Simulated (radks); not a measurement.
Spherical quantum dot in the effective-mass picture: electrons in a parabolic well V = omega^2 r^2 / 2 with omega = 4.74, all in effective atomic units (hartree* = m*/eps^2 hartree, bohr* = eps/m* bohr), one dielectric constant everywhere. Method: non-relativistic Kohn-Sham, PBEsol, spin-polarised, spherical densities; computed with a radial shooting solver with Libxc functionals. Levels are named by radial order and angular momentum (1s, 1p, 1d, 2s, ...), and open shells are averaged over m. Results are scaled to m* = 0.048 and eps = 14.1, for which hartree* = 6.57 meV and bohr* = 15.54 nm.

N = 16, configuration 1s2 1p6 1d(up 5, down 3). This is the lowest configuration that the search found. Occupied and some empty levels:

level    occupation  eigenvalue (meV)  <r> (nm)
1s up             1            164.31     9.657
1s down           1            164.70     9.618
1p up             3            186.12     12.52
1p down           3            186.68     12.50
1d up             5            209.19     14.64
1d down           3            209.80     14.64
2s up             0            211.27     13.26
2s down           0            211.69     13.28
1f up             0            233.44     16.38
1f down           0            234.05     16.39
2p up             0            236.83     15.09
2p down           0            237.25     15.11

Energy (meV): total 2268.28, kinetic 547.57, external 940.15, Hartree 887.70, exchange-correlation -107.15.

Electron density:

r (nm)  n(r) (e/nm^3)
1.25        0.0005695
2.65        0.0006168
4.04        0.0006919
5.43        0.0007821
6.83        0.0008671
8.22        0.0009229
9.62        0.0009286
11.0        0.0008742
12.4        0.0007641
13.8        0.0006168
15.2        0.0004577
16.6        0.0003114
18.0        0.0001932
19.4        0.0001101
20.8       0.00005694
22.2       0.00002692
23.6       0.00001175
24.9        4.650e-06
26.3        1.681e-06
27.7        5.553e-07
